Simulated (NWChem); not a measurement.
System: C₄H₃NS; SMILES C#C[C@@H]1N=CS1

Here is an NWChem input.

```
start job
memory heap 200 mb stack 900 mb global 1100 mb
geometry units angstroms noautosym nocenter noautoz
  C     -0.258524    -2.713774     0.339711
  C     -0.025120    -1.588137    -0.077002
  C      0.252859    -0.269213    -0.590020
  N      1.416079     0.433988    -0.024809
  C      0.737344     1.444872     0.413999
  S     -0.953634     1.115789     0.008207
  H     -0.459696    -3.707513     0.715487
  H      0.260543    -0.240319    -1.700775
  H      1.136133     2.340089     0.925784
end
basis spherical
  C library def2-svp
  N library def2-svp
  S library def2-svp
  H library def2-svp
end
dft
  xc b3lyp
  iterations 150
end
cosmo
  do_cosmo_smd true
  solvent toluene
end
task dft energy
```

The geometry was optimised at PBE-D3(BJ)/def2-SVP. Solvent: toluene.

Level: B3LYP/def2-SVP with SMD (1 M gas to 1 M solution), gas-phase geometry.

Problem. Predict the main results of this run. (B3LYP/def2-SVP, SMD on the gas-phase geometry.) Quantities: solvation free energy (kcal/mol); cavity-dispersion-structure term (kcal/mol); dipole in solution (D).

Solution. 
```
Quantity                                     Result
-------------------------------------------  ------
solvation free energy (kcal/mol)               -4.4
cavity-dispersion-structure term (kcal/mol)    -0.4
dipole in solution (D)                         1.12
```
